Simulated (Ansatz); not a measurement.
Total energies of Zn2O (the lowest singlet isomer of a short search) from Ansatz at PBE-D4/def2-TZVP, gas phase (1 Eh = 27.2114 eV = 2625.5 kJ/mol). The reference geometry is relaxed at PBE-D4/def2-TZVP.

```
atom   x (Å)   y (Å)   z (Å)
 Zn1  -1.524  -0.004  -0.975
 Zn2   1.524   0.003   0.975
  O3   0.000   0.000   0.000
```

```tsv
state	geometry	energy (Eh)
charge 0 singlet	reference	-3633.41331
charge 1 doublet	reference	-3633.12980
charge 0 triplet	relaxed at PBE-D4/def2-TZVP	-3633.40256
charge 0 quintet	relaxed at PBE-D4/def2-TZVP	-3633.21253
```

Question: Work out the vertical ionisation energy to the doublet.

Answer: E(charge 1 doublet) − E(charge 0 singlet) = -3633.12980 − (-3633.41331) = 0.28351 Eh = 7.71 eV. For comparison, −ε of the highest occupied level is 5.20 eV at this level, 2.51 eV less.

Question: Which of the charge 0 states is lowest, and how far above it are the others?

Answer: The singlet. triplet: -3633.40256 − (-3633.41331) = 0.01075 Eh = 28.2 kJ/mol; quintet: -3633.21253 − (-3633.41331) = 0.20078 Eh = 527.1 kJ/mol.

At PBE-D4/def2-TZVP the gap within one spin of the charge 0 quintet nearly closes, so an electron or hole may be smeared out by delocalisation error. 

The structure comes from a short search, and lower isomers may exist.
